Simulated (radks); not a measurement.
Radial electron density D(r) = 4 pi r^2 rho(r) of an atom or ion with 45 electrons. All-electron calculation, Dirac Kohn-Sham, LB94 model potential, spin-unpolarised, spherical densities, finite nucleus; Fermi nuclear charge, rms radius of each element as measured or else 0.836 A^(1/3) + 0.57 fm. Program: a radial shooting solver on a logarithmic mesh with Libxc functionals.

```
   r/bohr * D(r) (the largest magnitude, 118, reaches the edge; | marks zero)
 0.001676 |    *
 0.001905 |     *
 0.002165 |      *
 0.002481 |        *
  0.00282 |          *
  0.00323 |            *
 0.003672 |              *
 0.004207 |                 *
 0.004781 |                    *
 0.005434 |                       *
 0.006225 |                           *
 0.007075 |                              *
 0.008106 |                                 *
 0.009213 |                                    *
  0.01056 |                                       *
    0.012 |                                        *
  0.01363 |                                         *
  0.01562 |                                         *
  0.01775 |                                         *
  0.02034 |                                       *
  0.02312 |                                      *
  0.02649 |                                     *
   0.0301 |                                     *
  0.03421 |                                      *
   0.0392 |                                         *
  0.04455 |                                             *
  0.05104 |                                                  *
  0.05801 |                                                     *
  0.06646 |                                                      *
  0.07554 |                                                    *
  0.08585 |                                                 *
  0.09836 |                                            *
   0.1118 |                                         *
   0.1281 |                                         *
   0.1456 |                                            *
   0.1668 |                                               *
   0.1895 |                                               *
   0.2154 |                                           *
   0.2468 |                                  *
   0.2805 |                         *
   0.3214 |                   *
   0.3653 |                 *
   0.4185 |                   *
   0.4756 |                    *
   0.5406 |                  *
   0.6193 |              *
   0.7039 |         *
   0.8064 |    *
   0.9166 | *
     1.05 |*
    1.193 *
    1.356 *
    1.554 *
    1.766 *
```

What is the nuclear charge?

Answer. Z = 66. The innermost maximum, from 1s, lies near gamma/Z bohr with gamma = sqrt(1 - (Z/c)^2) = 0.876, here 0.0133 bohr (found: 0.0147), and its height grows with Z. The density is that of the dysprosium ion Dy21+ in [Kr] 4d9; the configuration itself is not fixed sharply by these data, and Z only to a few units. D(r) has 4 maxima, at r = 0.0147, 0.0654, 0.179, 0.479 bohr, and minima at 0.0282, 0.119, 0.359 bohr, inside which lie 2.01, 11.27, 29.10 electrons.
